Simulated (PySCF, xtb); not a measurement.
BClH, SMILES [BH]Cl (connectivity only; charge and spin as stated), charge +1, multiplicity 1.

GFN2-xTB (xtb) at its own geometry gives an orbital gap of 5.71 eV.

Coordinates come from a TPSSh-D3(BJ)/def2-TZVPD optimisation. The spin state was assumed, not searched. The isomer is the one that the SMILES or the coordinates give; other isomers of the formula were not compared.

Question: What does PySCF with CAM-B3LYP/def2-TZVPD give? (Estimate from the structure and the level; the computed values follow.)

Answer: gap 11.86 eV (levels -19.97 and -8.11 eV).
